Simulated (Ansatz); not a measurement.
`[CH3][In]1[CH2][S]1` + H₂ → `[CH2]1[S][InH]1` + CH₄  (hydrogenolysis of the In–C bond)

Gas-phase electronic energies from Ansatz, PBE0-D4/def2-TZVP geometries. CBS: MP2 limit from def2 TZ/QZ plus the TZ coupled-cluster correction, frozen cores. This one scheme is used for every species. def2 core potentials past Kr. For In outer-core shells are correlated without core-valence functions, which leaves a few kJ/mol of doubt a bond.

```csv
species,HF/def2-QZVPP energy (Eh)
`[CH3][In]1[CH2][S]1`,-665.41094
H₂,-1.13348
`[CH2]1[S][InH]1`,-626.35221
CH₄,-40.21664
```

Problem. Work out ΔE.

Solution. ΔE = (-626.35221) + (-40.21664) − (-665.41094) − (-1.13348) = -0.02443 Eh = -64.1 kJ/mol. CCSD(T)/CBS gives -35.7 kJ/mol.

Largest T1 diagnostic among the species: 0.017.

Leaving LDA and LC-ωPBE aside and taking each functional with its dispersion term where it has one, the values, not all of them listed here, spread over 19.1 kJ/mol, from B97M-V to revPBE-D4. In def2-TZVPP, CCSD(T) changes the Hartree–Fock value by +26.2 kJ/mol (the triples alone add +5.0 kJ/mol) and MP2 by +35.8 kJ/mol.
